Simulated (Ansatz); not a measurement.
Reaction (redistribution): `CC1=CC(C(F)(F)F)=[O+][Ti-]([OH])([F])([F])[O]1` + `CO[SiH]([SiH3])Cl` → `CC1=CC(C(F)(F)F)=[O+][Ti-]([F])([F])([Cl])[O]1` + `CO[SiH](O)[SiH3]`

Gas-phase electronic energies from Ansatz, PBE0-D4/def2-TZVP geometries. CCSD(T)/CBS adds triple-zeta CCSD(T) − MP2 to the extrapolated MP2 energy (def2 sets, frozen cores). DFT in def2-TZVPP. B3LYP here is the variant with VWN-RPA as its local correlation; programs differ in this. HSE06 is defined as in plane-wave codes. For Ti outer-core shells are correlated without core-valence functions, which leaves a few kJ/mol of doubt a bond. Scalar relativity is left out up to krypton. One conformer a species, not always the lowest.

(1) Is it downhill or uphill in electronic energy at CCSD(T)/CBS, and by how much? (Best estimate.)

(2) What do these levels give: revPBE-D4, r2SCAN-D4, B3LYP-D4, HSE06-D4, ωB97M-V, PBE, r2SCANh, CCSD/def2-SVP, HF/def2-TZVPP, CCSD(T)/def2-TZVPP, SCS-MP2/def2-QZVPP, HF/CBS(def2)? (An estimate is asked.)

Largest T1 diagnostic among the species: 0.021, so the coupled-cluster value is less sure than usual.

## Answers

(1) Computed: Downhill: ΔE = -0.16 eV.

(2) The calculation gave: revPBE-D4 -0.12, r2SCAN-D4 -0.19, B3LYP-D4 -0.18, HSE06-D4 -0.15, ωB97M-V -0.13, PBE -0.15, r2SCANh -0.19, CCSD/def2-SVP 0.06, HF/def2-TZVPP -0.18, CCSD(T)/def2-TZVPP -0.17, SCS-MP2/def2-QZVPP -0.14, HF/CBS(def2) -0.20 eV.

Leaving LDA and LC-ωPBE aside and taking each functional with its dispersion term where it has one, the values, not all of them listed here, spread over 0.12 eV, from B97M-V to ωB97X-V. LDA lies −0.04 eV from PBE without D4. At CCSD(T), def2-SVP lies +0.16 eV from the extrapolated value and def2-TZVPP −0.01 eV.
